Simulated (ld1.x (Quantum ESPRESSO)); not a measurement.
## Which change was made? (Mo, TM)

ld1.x (Quantum ESPRESSO) 7.5 input, shortened:

```
&input
   title='Mo', zed=42., rel=1, dft='PZ', iswitch=3,
   config='[Kr] 4d5 5s0 5p0'
 /
 &inputp
   pseudotype=2, tm=.true., lloc=-1, rcloc=1.90,
   nlcc=.true., rcore=0.75
 /
3
4S  1  0   2.00   0.00  1.10  1.10  0.0
4P  2  1   6.00   0.00  1.80  1.80  0.0
4D  3  2   5.00   0.00  2.25  2.25  0.0
 &test
   configts(1)='4s2 4p6 4d5 5s0 5p0'
 /
```

Cutoffs, loose and tight: the cutoffs (Ry, on a coarse ladder) from which the occupation-weighted sum of valence levels, in a spherical-Bessel basis at the reference potential, stays within 10 and 1 mRy of its value at 400 Ry. They do not see the model core or the augmentation charge, which bear on the density cutoff. Test errors are all-electron minus pseudo excitation energies from the reference, over the configurations 4s2 4p6 4d5 5s1 5p0; 4s2 4p6 4d4 5s0 5p0; 4s2 4p6 4d3 5s0 5p0; 4s2 4p6 4d5 5s0.5 5p0; 4s1 4p6 4d5 5s1 5p0; 4s2 4p6 4d4 5s1 5p0; 4s2 4p6 4d5 5s0 5p1 (two spin-polarised tests are not counted in the largest error); variants that change the core or the reference have their own tests. The largest error is taken over the tests solved by every variant that gives reliable tests at all, those not shown here included: 4s2 4p6 4d3 5s0 5p0; 4s2 4p6 4d4 5s0 5p0; 4s2 4p6 4d5 5s0 5p1.

The base gives: outcome: generated; cutoff, loose: 100 Ry; cutoff, tight: 180 Ry; bound ghosts: s; largest test error (meV): +43.

Question: After one change the result is: outcome: generated; cutoff, loose: 60 Ry; cutoff, tight: 90 Ry; bound ghosts: none; largest test error (meV): +43. Which change was it?
A. wave 4s (bound): rc 1.10 bohr becomes 4s (bound): rc 1.50 bohr
B. wave 4s (bound): rc 1.10 bohr becomes 4s (bound): rc 1.68 bohr
C. wave 4s (bound): rc 1.10 bohr becomes 4s (bound): rc 0.92 bohr

Answer: A. The others give: wave 4s (bound): rc 1.10 bohr becomes 4s (bound): rc 1.68 bohr → outcome: generated; cutoff, loose: 50 Ry; cutoff, tight: 70 Ry; bound ghosts: none; largest test error (meV): +43 | wave 4s (bound): rc 1.10 bohr becomes 4s (bound): rc 0.92 bohr → outcome: generated; cutoff, loose: 160 Ry; cutoff, tight: 300 Ry; bound ghosts: s; largest test error (meV): +43.
